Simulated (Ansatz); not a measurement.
Single points on C10H18Ge⁺, that is Ge(vinyl)3(nBu) with one electron fewer.

```yaml
crystal:
  periodic: [false, false, false]
  atoms:
    - {symbol: Ge, position_ang: [0.446623, 0.476797, 0.748273]}
    - {symbol: C, position_ang: [0.342168, 0.353817, 2.687204]}
    - {symbol: C, position_ang: [1.379325, 0.601235, 3.492913]}
    - {symbol: H, position_ang: [-0.619538, 0.076929, 3.139357]}
    - {symbol: H, position_ang: [2.361638, 0.881267, 3.094429]}
    - {symbol: H, position_ang: [1.299729, 0.534010, 4.584493]}
    - {symbol: C, position_ang: [2.318917, 0.491183, 0.215141]}
    - {symbol: C, position_ang: [2.964532, 1.595598, -0.172119]}
    - {symbol: H, position_ang: [2.872694, -0.456973, 0.244295]}
    - {symbol: H, position_ang: [2.460992, 2.568637, -0.216481]}
    - {symbol: H, position_ang: [4.021493, 1.582572, -0.463563]}
    - {symbol: C, position_ang: [-0.373502, 2.148917, 0.181631]}
    - {symbol: C, position_ang: [-0.659501, 3.144829, 1.025283]}
    - {symbol: H, position_ang: [-0.600375, 2.284417, -0.884135]}
    - {symbol: H, position_ang: [-0.448259, 3.067721, 2.098562]}
    - {symbol: H, position_ang: [-1.114178, 4.083463, 0.686670]}
    - {symbol: C, position_ang: [-0.463785, -1.047254, -0.084320]}
    - {symbol: C, position_ang: [-0.448516, -1.008067, -1.610012]}
    - {symbol: C, position_ang: [-1.068727, -2.231659, -2.283254]}
    - {symbol: C, position_ang: [-2.552737, -2.418563, -2.005845]}
    - {symbol: H, position_ang: [0.027013, -1.966290, 0.281864]}
    - {symbol: H, position_ang: [-1.495163, -1.071115, 0.304742]}
    - {symbol: H, position_ang: [-0.975025, -0.101985, -1.962156]}
    - {symbol: H, position_ang: [0.592198, -0.900443, -1.962631]}
    - {symbol: H, position_ang: [-0.910476, -2.152266, -3.372625]}
    - {symbol: H, position_ang: [-0.516731, -3.134296, -1.964668]}
    - {symbol: H, position_ang: [-2.956858, -3.284341, -2.552417]}
    - {symbol: H, position_ang: [-2.753078, -2.586148, -0.936089]}
    - {symbol: H, position_ang: [-3.130853, -1.532002, -2.314535]}
basis:
  gaussian: {orbitals: def2-SVP, initial_orbitals: start.molden}
total_charge: 1
magnetization: {spin_polarized: true, initial_magnetization: 1}
hamiltonian: {xc: pbe, dispersion: d4}
scf: {omitted_lower_state_checks: [starts]}
output: {orbitals: {seedname: orbitals}}
```

The file start.molden holds the orbitals of an earlier run on this structure, at another level or in another basis.

```sh
$ ansatz run in.yaml --threads 4 --pin off --events-out ev --progress --plain --max-ram 6963MiB
```

Output, abridged:

```
Functional definition: PBE
2975 factors; their error is unknown
mean field evaluation 1: about -67133.4909 eV, gradient 6.6e0 eV
mean field evaluation 2: about -67133.6694 eV, gradient 2.0e-1 eV
mean field evaluation 4: about -67133.5080 eV, gradient 1.3e-2 eV
mean field evaluation 8: about -67133.5080 eV, gradient 5.5e-5 eV
mean field -67133.50799223 eV, -2467.1109139885 hartree, gradient 2.6e-5 eV, S^2 0.751677; 0 other end points of the search recorded, 0 dependent functions left out
reference -67133.50805378 eV, -2467.1109162502 hartree; 55, 54 occupied and 207, 208 virtual orbitals, 2975 factors
Total energy: -67134.25525733 eV, -2467.1383754743 hartree
Checks for a lower state left out: starts
```

It took 12 s on 4 threads of Arm Neoverse V1 on a shared host, peak host memory 0.61 GiB.

The first input with `gaussian: {orbitals: def2-SVP}`, `hamiltonian: {xc: pbe0, dispersion: d4}` (abridged; 24 s):

```
Functional definition: PBE0
mean field evaluation 16: about -67136.4817 eV, gradient 1.7e0 eV
mean field -67136.54509887 eV, -2467.2225255989 hartree, gradient 2.3e-5 eV, S^2 0.757547
Total energy: -67137.19308152 eV, -2467.2463385218 hartree
Checks for a lower state left out: starts
```

As the first input, with `hamiltonian: {xc: {name: B3LYP}, dispersion: d4}` (abridged; 18 s):

```
Functional definition: B3LYP
mean field -67158.23062904 eV, -2468.0194541336 hartree, gradient 2.5e-5 eV, S^2 0.755306
Total energy: -67159.40818751 eV, -2468.0627286091 hartree
Checks for a lower state left out: starts
```

Geometry: PBE0-D4/def2-SVP, that of the neutral singlet.

B3LYP takes the VWN-RPA correlation.
